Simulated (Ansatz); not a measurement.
CH₂F₄Sn (`[F][SnH2][C](F)(F)F`). The species carries charge 0 and has multiplicity 1. Sn takes the def2 core potential.

```
atom   x (Å)   y (Å)   z (Å)
  F1   1.946  -0.714   1.114
 Sn2   0.625  -0.840  -0.269
  C3  -0.730   0.840   0.169
  F4  -1.304   0.731   1.373
  F5  -1.724   0.887  -0.740
  F6  -0.105   2.023   0.130
  H7  -0.155  -2.330  -0.043
  H8   1.447  -0.597  -1.733
```

Question: What are the harmonic wavenumbers in cm⁻¹ at PBE0-D4/def2-TZVP (Ansatz, finite differences of forces, unscaled)? (Best estimate.)

Answer: The calculation gave: 23, 98, 177, 216, 261, 405, 499, 520, 531, 610, 638, 675, 732, 1125, 1153, 1175, 1983, 1999.

Question: Is this a minimum?

Answer: Yes, all 18 modes are real.

Question: Give the ideal-gas thermochemistry at 298.15 K and 1 bar (rigid rotor, harmonic oscillator; point group Cs, symmetry number 1).

Answer: Zero-point energy 76.7 kJ/mol; H(298) − E = 99.1 kJ/mol; entropy 379.5 J/(mol·K), of which translation 175.5, rotation 119.4, vibration 84.6; G(298) − E = -14.1 kJ/mol. Modes under 100 cm⁻¹ are hindered rotations or soft bends, so the harmonic entropy is rough.

Question: And at 400, 500, 600, 800 and 1000 K?

Answer: 
```tsv
T (K)	H − E (kJ/mol)	S (J/mol/K)	G − E (kJ/mol)
400	111.4	414.9	-54.6
500	124.8	444.7	-97.6
600	139.2	470.9	-143.4
800	170.0	515.2	-242.2
1000	202.5	551.5	-348.9
```

Question: Rotational constants (cm⁻¹)?

Answer: 0.115, 0.04274, 0.03796.
